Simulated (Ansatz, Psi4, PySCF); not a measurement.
CH$_{6}$Si, charge -1, doublet, at the geometry of the source list (a state made from the parent by changing its charge; the spin is typed, not shown lowest) (in this run its highest filled SCF level lies above zero, so its values depend strongly on the basis, on diffuse functions most of all). Base run: MP2/6-31G** (PySCF).

Input for PySCF:
```python
from pyscf import gto, scf, mp

mol = gto.M(
    atom='''
Si   -0.90600000    0.10350000   -0.02030000
C     0.97630000   -0.11150000    0.02190000
H    -1.47950000   -0.79850000   -1.02150000
H    -1.23290000    1.48800000   -0.36840000
H    -1.46450000   -0.21230000    1.29620000
H     1.25200000   -1.13100000    0.27800000
H     1.43280000    0.54590000    0.75700000
H     1.42180000    0.11590000   -0.94280000
''',
    basis='6-31g**',
    charge=-1,
    spin=1,
    verbose=4,
)

mf = scf.UHF(mol)
mf.kernel()

pt = mp.MP2(mf)
pt.kernel()
print('E(MP2) = %.10f' % pt.e_tot)
```

The same geometry, method and basis name were run in Ansatz (a first-principles code) and Psi4 and PySCF, at each program's defaults and at the settings that a row names. The base is PySCF at its defaults. Differences at the defaults can come from grids, fitting, cores and function types together.

```json
[
 {"code and settings": "PySCF, defaults (exact integrals, spherical functions, all electrons correlated)", "ΔE vs base (mEh)": "0.000", "basis functions": "62", "E (Eh)": "-330.40706", "SCF cycles": "11"},
 {"code and settings": "Psi4, defaults (density fitting with its default set, Cartesian functions, all electrons correlated)", "ΔE vs base (mEh)": "-8.646", "basis functions": "64", "E (Eh)": "-330.41571", "SCF cycles": "13"},
 {"code and settings": "Ansatz, defaults (factorised integrals, Cartesian functions, frozen core)", "ΔE vs base (mEh)": "7.795", "basis functions": "64", "E (Eh)": "-330.39927", "SCF cycles": "-"},
 {"code and settings": "PySCF, frozen core", "ΔE vs base (mEh)": "10.563", "basis functions": "62", "E (Eh)": "-330.39650", "SCF cycles": "11"},
 {"code and settings": "Psi4, exact integrals, spherical functions, frozen core", "ΔE vs base (mEh)": "10.564", "basis functions": "62", "E (Eh)": "-330.39650", "SCF cycles": "13"},
 {"code and settings": "Ansatz, high accuracy, frozen core, Cartesian functions as the basis file defines them", "ΔE vs base (mEh)": "7.791", "basis functions": "64", "E (Eh)": "-330.39927", "SCF cycles": "-"}
]
```

Open shells are given as the SCF converged; they aren't shown to be the lowest states, and a large step between rows can be another state.
